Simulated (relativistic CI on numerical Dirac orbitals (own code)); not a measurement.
# Mn⁶⁺ (3d) in a crystal field

Calculated by Dirac-Coulomb-Breit CI, orbitals from a KLI potential per configuration, model QED (radiative potential, 1s self-energy scaled to tabulated hydrogen-like ionisation energies), valence Slater integrals scaled by 0.85, one configuration in a parametric crystal field (own radial code).

Field parameters in Wybourne normalisation: Td as Oh with Dq negative (B⁴₀ = 21Dq, B⁴₄ = √(5/14) B⁴₀). The field is a parameter set, without covalency.

S is read from ⟨S²⟩ = S(S + 1).

Site symmetry Td; labels are those of the double group. Computed levels in cm⁻¹ above the lowest, in rising order:

| Δ (size of 10Dq) | Lowest | No. 2 | No. 3 |
| --- | --- | --- | --- |
| 2600 | Γ8 | 2664 Γ8 | 3281 Γ7 |
| 4700 | Γ8 | 4619 Γ8 | 5309 Γ7 |
| 6800 | Γ8 | 6663 Γ8 | 7381 Γ7 |
| 8900 | Γ8 | 8733 Γ8 | 9466 Γ7 |
| 11000 | Γ8 | 10815 Γ8 | 11557 Γ7 |
| 13050 | Γ8 | 12853 Γ8 | 13601 Γ7 |
| 15150 | Γ8 | 14945 Γ8 | 15696 Γ7 |
| 17250 | Γ8 | 17038 Γ8 | 17793 Γ7 |
| 19350 | Γ8 | 19133 Γ8 | 19890 Γ7 |

Ground-state S against |10Dq| in cm⁻¹: 2600: 0.50, 4700: 0.50, 6800: 0.50, 8900: 0.50, 11000: 0.50, 13050: 0.50, 15150: 0.50, 17250: 0.50, 19350: 0.50.

No abrupt spin change occurs in this range.
